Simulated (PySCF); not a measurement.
**The third ionisation energy along the 5p block**

Calculated with PySCF 2.14 from differences of total energies of unrestricted determinants, without spin-orbit coupling. Values in eV. The last column holds reference values (NIST; (s) semi-empirical, (t) theoretical, else measured). Unmarked ones compare directly (S terms, centres of terms, or small fine structure); those marked * lie between the lowest fine-structure levels and include a spin-orbit shift.

```tsv
element	configurations	UHF	MP2 (valence)	SCS-MP2 (valence)	CCSD (valence)	CCSD(T) (valence)	reference
Sn (def2-TZVP with the def2 core potential (28 electrons), ECP)	[Kr] 4d10 5s2 → [Kr] 4d10 5s1	28.536	29.217	29.354	29.475	29.475	30.506
Sb (def2-TZVP with the def2 core potential (28 electrons), ECP)	[Kr] 4d10 5s2 5p1 → [Kr] 4d10 5s2	24.139	24.351	24.341	24.420	24.437	25.323 *
I (def2-TZVP with the def2 core potential (28 electrons), ECP)	[Kr] 4d10 5s2 5p3 → [Kr] 4d10 5s2 5p2	29.891	30.322	30.194	30.306	30.328	29.57 ± 0.025 *
Xe (def2-TZVP with the def2 core potential (28 electrons), ECP)	[Kr] 4d10 5s2 5p4 → [Kr] 4d10 5s2 5p3	29.383	29.990	30.053	30.122	30.141	31.05 ± 0.04 (s) *
```

"Valence" correlates the outer s and p shells and, in groups 3 to 12 and the f block, the outer d or f shell, open or full, or the next shell where the ion has no valence electron left; the wider scheme adds the next inner shell.
